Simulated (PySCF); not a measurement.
**First hyperpolarisability: `c1cc(O)ccc(=O)c1Cl`, C7H5ClO2**

Molfile (atoms numbered from 1):
```
C7H5ClO2
     RDKit          3D

 15 15  0  0  0  0  0  0  0  0999 V2000
    3.4277    2.0115   -0.1338 O   0  0  0  0  0  0  0  0  0  0  0  0
    2.4963    1.2251   -0.1100 C   0  0  0  0  0  0  0  0  0  0  0  0
    1.1236    1.7475   -0.1902 C   0  0  0  0  0  0  0  0  0  0  0  0
   -0.1001    1.1656   -0.1918 C   0  0  0  0  0  0  0  0  0  0  0  0
   -0.4600   -0.2199   -0.1111 C   0  0  0  0  0  0  0  0  0  0  0  0
   -1.7908   -0.4082   -0.1447 O   0  0  0  0  0  0  0  0  0  0  0  0
    0.4090   -1.2764   -0.0096 C   0  0  0  0  0  0  0  0  0  0  0  0
    1.8260   -1.2588    0.0378 C   0  0  0  0  0  0  0  0  0  0  0  0
    2.7257   -0.2295   -0.0022 C   0  0  0  0  0  0  0  0  0  0  0  0
    4.4001   -0.6439    0.0829 Cl  0  0  0  0  0  0  0  0  0  0  0  0
    1.1457    2.8392   -0.2627 H   0  0  0  0  0  0  0  0  0  0  0  0
   -0.9666    1.8294   -0.2652 H   0  0  0  0  0  0  0  0  0  0  0  0
   -1.9900   -1.3499   -0.0884 H   0  0  0  0  0  0  0  0  0  0  0  0
   -0.0413   -2.2735    0.0425 H   0  0  0  0  0  0  0  0  0  0  0  0
    2.2846   -2.2479    0.1212 H   0  0  0  0  0  0  0  0  0  0  0  0
  1  2  2  0
  2  3  1  0
  3  4  2  0
  4  5  1  0
  5  6  1  0
  5  7  2  0
  7  8  1  0
  8  9  2  0
  9 10  1  0
  9  2  1  0
  3 11  1  0
  4 12  1  0
  6 13  1  0
  7 14  1  0
  8 15  1  0
M  END
```

Level of theory: PySCF, quadratic response CAM-B3LYP/aug-cc-pVDZ first hyperpolarisability, Taylor convention, gas phase. Geometry: PBE0-D3(BJ)/def2-SVP.

Question: Give β for the processes computed.

Answer: In au, Taylor convention; the vector part is βᵢ = ⅓ Σⱼ (βᵢⱼⱼ + βⱼᵢⱼ + βⱼⱼᵢ); β∥ is 3/5 of the vector part along the dipole, the dipole points from − to +:
| process | λ (nm) | β vector norm | β∥ | β HRS | depolarisation ratio |
| --- | --- | --- | --- | --- | --- |
| static β(0;0,0) | ∞ | 167.1 | 45.6 | 83.5 | 3.17 |
| second harmonic β(−2ω;ω,ω) | 1907 | 204.4 | 51.6 | 98.0 | 3.38 |
| Pockels β(−ω;ω,0) | 1907 | 178.4 | 47.5 | – | – |
| second harmonic β(−2ω;ω,ω) | 1064 | 340.8 | 67.2 | 152.9 | 3.73 |
| Pockels β(−ω;ω,0) | 1064 | 207.4 | 52.1 | – | – |

Question: Which lowest excitations, dipole and polarisabilities go with it?

Answer: S1 3.73 eV (f = 0.137); S2 4.02 eV (f = 0.000); S3 4.28 eV (f = 0.130); dipole 6.21 D; isotropic α 112.1 au static, 112.9 au at 1907 nm, 114.5 au at 1064 nm, 115.2 au at 953.5 nm, 124.2 au at 532 nm.
